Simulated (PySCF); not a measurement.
`C#C[Si@@H](CCl)P[SiH3]`, C3H8ClPSi2

Molfile (atoms numbered from 1):
```
C3H8ClPSi2
     RDKit          3D

 15 14  0  0  0  0  0  0  0  0999 V2000
   -2.2189   -1.9735    0.2215 C   0  0  0  0  0  0  0  0  0  0  0  0
   -1.7314   -0.9496   -0.1807 C   0  0  0  0  0  0  0  0  0  0  0  0
   -0.8687    0.5616   -0.8245 Si  0  0  1  0  0  4  0  0  0  0  0  0
   -0.8421    1.8232    0.6310 C   0  0  0  0  0  0  0  0  0  0  0  0
    0.8281    2.3718    0.9219 Cl  0  0  0  0  0  0  0  0  0  0  0  0
    1.2674    0.3331   -1.4228 P   0  0  0  0  0  0  0  0  0  0  0  0
    2.2018   -0.7565    0.2971 Si  0  0  0  0  0  4  0  0  0  0  0  0
   -2.6683   -2.8557    0.5792 H   0  0  0  0  0  0  0  0  0  0  0  0
   -1.6532    1.0945   -1.9457 H   0  0  0  0  0  0  0  0  0  0  0  0
   -1.4324    2.7088    0.4134 H   0  0  0  0  0  0  0  0  0  0  0  0
   -1.2002    1.3917    1.5623 H   0  0  0  0  0  0  0  0  0  0  0  0
    1.0383   -0.7797   -2.2121 H   0  0  0  0  0  0  0  0  0  0  0  0
    2.8563   -1.9478   -0.2458 H   0  0  0  0  0  0  0  0  0  0  0  0
    3.1909    0.1515    0.8710 H   0  0  0  0  0  0  0  0  0  0  0  0
    1.2280   -1.1655    1.3122 H   0  0  0  0  0  0  0  0  0  0  0  0
  1  2  3  0
  2  3  1  0
  3  4  1  0
  4  5  1  0
  3  6  1  0
  6  7  1  0
  1  8  1  0
  3  9  1  6
  4 10  1  0
  4 11  1  0
  6 12  1  0
  7 13  1  0
  7 14  1  0
  7 15  1  0
M  END
```

Method used: PySCF 2.14.0, TDDFT PBE0/def2-SVPD circular dichroism and optical rotation, one conformer, gas phase. Geometry: GFN2-xTB.

The molecule is flexible and this is one conformer; a measurement averages over conformers.

**Question.** Draw the ECD and absorption spectra from the lowest 8 states, each a Gaussian of half-width 0.3 eV at 1/e height.

**Answer.** 
| E (eV) | λ (nm) | Δε (L mol⁻¹ cm⁻¹) | ε (L mol⁻¹ cm⁻¹) |
| --- | --- | --- | --- |
| 4.71 | 263 | -0.33 | 226 |
| 4.81 | 258 | -0.90 | 613 |
| 4.91 | 253 | -1.96 | 1330 |
| 5.01 | 248 | -3.39 | 2330 |
| 5.11 | 243 | -4.67 | 3250 |
| 5.21 | 238 | -5.00 | 3660 |
| 5.31 | 234 | -3.97 | 3330 |
| 5.41 | 229 | -1.90 | 2530 |
| 5.51 | 225 | +0.18 | 1750 |
| 5.61 | 221 | +1.24 | 1330 |
| 5.71 | 217 | +0.98 | 1350 |
| 5.81 | 213 | +0.16 | 1750 |
| 5.91 | 210 | -0.21 | 2460 |
| 6.01 | 206 | -0.22 | 3340 |
| 6.11 | 203 | -1.44 | 4090 |
| 6.21 | 200 | -5.30 | 4340 |
| 6.31 | 197 | -10.95 | 3920 |

Δε uses R in velocity form, ε uses f in length form. Only the states computed contribute, so the short-wavelength end is incomplete.
